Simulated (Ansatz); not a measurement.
Reaction (redistribution): `CN(C)B(O)F` + `S[SiH]1CO1` → `CN(C)BF` + `O[Si]1(S)CO1`

Isolated molecules relaxed with PBE0-D4/def2-TZVP in Ansatz; ΔE leaves out vibrations. CBS: MP2 limit from def2 TZ/QZ plus the TZ coupled-cluster correction, frozen cores. DFT in def2-TZVPP. B3LYP here is the variant with VWN-RPA as its local correlation; programs differ in this. Each species was taken in one conformer, which may not be the lowest.

| level | ΔE (kJ/mol) | difference from CCSD(T)/CBS |
| --- | --- | --- |
| PBE-D4 | -2.1 | 7.8 |
| r2SCAN-D4 | -5.8 | 4.1 |
| PBE0-D4 | -2.3 | 7.6 |
| ωB97X-V | -8.1 | 1.8 |
| PBE | -1.5 | 8.4 |
| r2SCAN | -5.7 | 4.2 |
| B3LYP | -6.6 | 3.3 |
| HF/def2-TZVPP | -7.9 | 2.0 |
| HF/def2-QZVPP | -8.3 | 1.6 |
| CCSD/CBS(def2) | -9.7 | 0.2 |
| CCSD(T)/CBS | -9.9 | 0 |

Largest T1 diagnostic among the species: 0.013.
